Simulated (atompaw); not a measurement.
**An all-electron radial function and its pseudo partner (hydrogen (H))**

Columns: radius, all-electron u(r) and pseudo u(r) of the 1s shell (level -6.49 eV) of hydrogen in the configuration 1s1; PBE, non-relativistic, PAW (atompaw) scheme, atompaw 4.2.0.5.

```csv
r (bohr),all-electron,pseudo
0.056,0.1016,0.0672
0.112,0.1920,0.1336
0.167,0.2706,0.1973
0.223,0.3413,0.2600
0.279,0.4033,0.3199
0.335,0.4574,0.3764
0.390,0.5035,0.4280
0.446,0.5441,0.4763
0.502,0.5788,0.5199
0.558,0.6081,0.5587
0.613,0.6322,0.5920
0.669,0.6524,0.6210
0.725,0.6686,0.6451
0.781,0.6813,0.6646
0.837,0.6909,0.6796
0.892,0.6975,0.6904
0.948,0.7016,0.6977
1.004,0.7035,0.7017
1.060,0.7034,0.7029
1.115,0.7014,0.7016
1.171,0.6978,0.6982
1.227,0.6928,0.6931
1.283,0.6865,0.6867
1.338,0.6792,0.6793
1.394,0.6709,0.6709
1.450,0.6617,0.6617
```

(1) How many radial nodes do the two functions have?

(2) Is the pseudo-wave norm-conserving?

Results:

(1) The all-electron 1s function has n − l − 1 = 0; the pseudo-wave has 0.

(2) No, it belongs to a PAW set: the norm inside the radius is not constrained, and the difference is carried by the augmentation charge.
